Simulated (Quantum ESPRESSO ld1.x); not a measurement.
Input file for ld1.x (Quantum ESPRESSO 7.5):

```
 &input
    zed=72.0,
    iswitch=1,
    rel=1,
    lsd=1,
    dft='PZ',
    config='[Xe] 4f14 6p2',
    verbosity='high',
    prefix='ld1',
    max_out_wfc=37,
    file_charge='ld1.rho',
 /
```

Command: `OMP_NUM_THREADS=1 ld1.x < ld1.in > ld1.out`

Standard output:

```
     Program LD1 v.7.5 starts

     --------------------------- All-electron run ----------------------------

     scalar relativistic calculation

     atomic number is 72.00
     dft =PZ   lsd =1 sic =0 latt =0  beta=0.20 tr2=1.0E-14
     Exchange-correlation= PZ
                           (   1   1   0   0   0   0   0)
     mesh =2111 r(mesh) =  99.81654 a.u. xmin = -8.00 dx = 0.00800
     1 Ry =  13.60569312 eV, c = 137.03599908

     n l     nl                  e(Ry)          e(Ha)          e(eV)
     1 0     1S 1( 1.00)   -4796.225653422   -2398.112826711 -65255.9743891
     2 0     2S 1( 1.00)    -821.786236534    -410.893118267 -11180.9713470
     2 1     2P 1( 3.00)    -722.063411037    -361.031705519  -9824.1731859
     3 0     3S 1( 1.00)    -188.548206715     -94.274103358  -2565.3290395
     3 1     3P 1( 3.00)    -158.761761162     -79.380880581  -2160.0638020
     4 0     4S 1( 1.00)     -39.330946567     -19.665473284   -535.1247892
     4 1     4P 1( 3.00)     -29.555700081     -14.777850041   -402.1257853
     3 2     3D 1( 5.00)    -123.449761311     -61.724880655  -1679.6195685
     5 0     5S 1( 1.00)      -6.678756090      -3.339378045    -90.8691058
     5 1     5P 1( 3.00)      -4.329792909      -2.164896454    -58.9098336
     4 2     4D 1( 5.00)     -16.924152575      -8.462076287   -230.2648263
     4 3     4F 1( 7.00)      -2.998640950      -1.499320475    -40.7985886
     6 1     6P 1( 2.00)      -1.156253841      -0.578126921    -15.7316349
     1 0     1S 2( 1.00)   -4796.223759213   -2398.111879606 -65255.9486171
     2 0     2S 2( 1.00)    -821.785130709    -410.892565355 -11180.9563015
     2 1     2P 2( 3.00)    -722.061872713    -361.030936357  -9824.1522560
     3 0     3S 2( 1.00)    -188.547127186     -94.273563593  -2565.3143517
     3 1     3P 2( 3.00)    -158.760547248     -79.380273624  -2160.0472859
     4 0     4S 2( 1.00)     -39.329024623     -19.664512311   -535.0986398
     4 1     4P 2( 3.00)     -29.553559075     -14.776779538   -402.0966555
     3 2     3D 2( 5.00)    -123.448548505     -61.724274252  -1679.6030674
     5 0     5S 2( 1.00)      -6.668720637      -3.334360318    -90.7325665
     5 1     5P 2( 3.00)      -4.315936709      -2.157968354    -58.7213104
     4 2     4D 2( 5.00)     -16.921491397      -8.460745698   -230.2286191
     4 3     4F 2( 7.00)      -2.993985510      -1.496992755    -40.7352481
     6 1     6P 2( 0.00)      -1.029422963      -0.514711481    -14.0060129

     final scf error:  6.5E-15 reached in  32 iterations

     Etot =  -30135.878504 Ry,  -15067.939252 Ha, -410019.514914 eV
     Total magnetization:    2.00 Bohr mag.

     Ekin =   33016.088566 Ry,   16508.044283 Ha,  449206.769145 eV
     Encl =  -74245.845069 Ry,  -37122.922535 Ha,-1010166.183672 eV
     Eh   =   11689.576875 Ry,    5844.788437 Ha,  159044.795698 eV
     Exc  =    -595.698875 Ry,    -297.849437 Ha,   -8104.896085 eV

     normalization and overlap integrals

     s(1S/1S) =  1.000000  <r> =   0.0190  <r2> =    0.0005  r(max) =   0.0119
     s(1S/2S) = -0.030017
     s(1S/3S) = -0.013121
     s(1S/4S) = -0.006389
     s(1S/5S) = -0.002624
     s(2S/2S) =  1.000000  <r> =   0.0804  <r2> =    0.0076  r(max) =   0.0682
     s(2S/3S) = -0.008347
     s(2S/4S) = -0.003880
     s(2S/5S) = -0.001579
     s(2P/2P) =  1.000000  <r> =   0.0717  <r2> =    0.0063  r(max) =   0.0559
     s(2P/3P) = -0.006631
     s(2P/4P) = -0.002909
     s(2P/5P) = -0.001063
     s(2P/6P) = -0.000401
     s(3S/3S) =  1.000000  <r> =   0.2088  <r2> =    0.0499  r(max) =   0.1915
     s(3S/4S) = -0.002791
     s(3S/5S) = -0.001100
     s(3P/3P) =  1.000000  <r> =   0.2087  <r2> =    0.0505  r(max) =   0.1900
     s(3P/4P) = -0.002358
     s(3P/5P) = -0.000836
     s(3P/6P) = -0.000314
     s(4S/4S) =  1.000000  <r> =   0.4685  <r2> =    0.2479  r(max) =   0.4366
     s(4S/5S) = -0.000758
     s(4P/4P) =  1.000000  <r> =   0.4980  <r2> =    0.2823  r(max) =   0.4581
     s(4P/5P) = -0.000582
     s(4P/6P) = -0.000216
     s(3D/3D) =  1.000000  <r> =   0.1890  <r2> =    0.0419  r(max) =   0.1543
     s(3D/4D) = -0.001703
     s(5S/5S) =  1.000000  <r> =   1.1267  <r2> =    1.4265  r(max) =   1.0114
     s(5P/5P) =  1.000000  <r> =   1.3165  <r2> =    1.9627  r(max) =   1.1495
     s(5P/6P) = -0.000106
     s(4D/4D) =  1.000000  <r> =   0.5356  <r2> =    0.3329  r(max) =   0.4692
     s(4F/4F) =  1.000000  <r> =   0.6721  <r2> =    0.5804  r(max) =   0.4545
     s(6P/6P) =  1.000000  <r> =   3.4041  <r2> =   12.9163  r(max) =   3.1247
     s(1S/1S) =  1.000000  <r> =   0.0190  <r2> =    0.0005  r(max) =   0.0119
     s(1S/2S) = -0.030017
     s(1S/3S) = -0.013121
     s(1S/4S) = -0.006389
     s(1S/5S) = -0.002625
     s(2S/2S) =  1.000000  <r> =   0.0804  <r2> =    0.0076  r(max) =   0.0682
     s(2S/3S) = -0.008347
     s(2S/4S) = -0.003880
     s(2S/5S) = -0.001580
     s(2P/2P) =  1.000000  <r> =   0.0717  <r2> =    0.0063  r(max) =   0.0559
     s(2P/3P) = -0.006631
     s(2P/4P) = -0.002909
     s(2P/5P) = -0.001065
     s(2P/6P) = -0.000401
     s(3S/3S) =  1.000000  <r> =   0.2088  <r2> =    0.0499  r(max) =   0.1915
     s(3S/4S) = -0.002791
     s(3S/5S) = -0.001101
     s(3P/3P) =  1.000000  <r> =   0.2087  <r2> =    0.0505  r(max) =   0.1900
     s(3P/4P) = -0.002358
     s(3P/5P) = -0.000838
     s(3P/6P) = -0.000314
     s(4S/4S) =  1.000000  <r> =   0.4685  <r2> =    0.2479  r(max) =   0.4366
     s(4S/5S) = -0.000758
     s(4P/4P) =  1.000000  <r> =   0.4980  <r2> =    0.2823  r(max) =   0.4581
     s(4P/5P) = -0.000583
     s(4P/6P) = -0.000216
     s(3D/3D) =  1.000000  <r> =   0.1890  <r2> =    0.0419  r(max) =   0.1543
     s(3D/4D) = -0.001703
     s(5S/5S) =  1.000000  <r> =   1.1260  <r2> =    1.4241  r(max) =   1.0114
     s(5P/5P) =  1.000000  <r> =   1.3123  <r2> =    1.9476  r(max) =   1.1495
     s(5P/6P) = -0.000106
     s(4D/4D) =  1.000000  <r> =   0.5355  <r2> =    0.3329  r(max) =   0.4692
     s(4F/4F) =  1.000000  <r> =   0.6710  <r2> =    0.5776  r(max) =   0.4545
     s(6P/6P) =  1.000000  <r> =   3.4479  <r2> =   13.3449  r(max) =   3.0751

     ------------------------ End of All-electron run ------------------------
```

Run on one thread of a shared host, so times are rough (Intel(R) Xeon(R) Processor @ 2.60GHz): 0.76 s of CPU time, 2.3 s wall, 32 iterations on 2111 mesh points.
